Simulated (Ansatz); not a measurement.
A calculation with Ansatz (development build ahead of 0.2.0).

```yaml
crystal:
  periodic: [false, false, false]
  atoms:
    - { symbol: H, position_ang: [0.0, 0.0, 0.0] }
    - { symbol: H, position_ang: [0.0, 0.0, 1.11] }
basis:
  gaussian: { orbitals: pcseg-2 }
magnetization:
  spin_polarized: true
hamiltonian:
  xc: hf
```

The input is written out in the form of the current development build from the run's settings.

The run gave:

| Property | Result |
| --- | --- |
| Converged | yes |
| Total energy | -1.08111 hartree |
| Spin squared of the determinant | 0.000 |
| Stability test | minimum |
